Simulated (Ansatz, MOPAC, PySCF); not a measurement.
Molecule: CsCl, charge 0, multiplicity 1. SMILES: [Cl][Cs]
Structure (B3LYP-D3(BJ)/def2-TZVP (Ansatz, a first-principles code) minimum search):
```xyz
2

Cs     0.0000     0.0000    -0.6988
Cl     0.0000     0.0000     2.2608
```

Quantity: size of the dipole moment, in D. Terms: no spin-orbit coupling; STO-3G and 3-21G all-electron and non-relativistic; LANL2DZ with its own core potentials from Na on; def2 sets with scalar-relativistic core potentials past Kr; 6-31G* and kin with 6d, 5d where marked. Ab initio and DFT rows: single points at B3LYP-D3(BJ) geometries (Ansatz). Semi-empirical rows: dipoles at the shared geometry.

| level | program | size of the dipole moment (D) |
|---|---|---|
| AM1 | MOPAC | 12.09 |
| PM3 | MOPAC | 12.72 |
| MNDO | MOPAC | 12.98 |
| PBE/3-21G | Ansatz | 12.73 |
| PBE/LANL2DZ | Ansatz | 11.50 |
| PBE/def2-SVP | Ansatz | 9.51 |
| PBE/6-31G* with LANL2DZ past Ar | Ansatz | 11.89 |
| BLYP/6-31G* with LANL2DZ past Ar | Ansatz | 11.62 |
| BP86/6-31G* with LANL2DZ past Ar (5d) | PySCF | 12.13 |
| B3LYP/LANL2DZ | Ansatz | 12.15 |
| B3LYP/def2-SVP | Ansatz | 9.84 |
| B3LYP/6-31G* with LANL2DZ past Ar | Ansatz | 12.38 |
| PBE0/6-31G* with LANL2DZ past Ar | Ansatz | 12.65 |
| M06-2X/6-31G* with LANL2DZ past Ar (5d) | PySCF | 12.82 |

No value to compare with is used here. The 14 habitual levels span 9.51 (PBE/def2-SVP) to 12.98 D (MNDO).

The levels are drawn from those run, B3LYP/6-31G* more often than the rest, none by its result; runs whose electronic state is in doubt are left out.
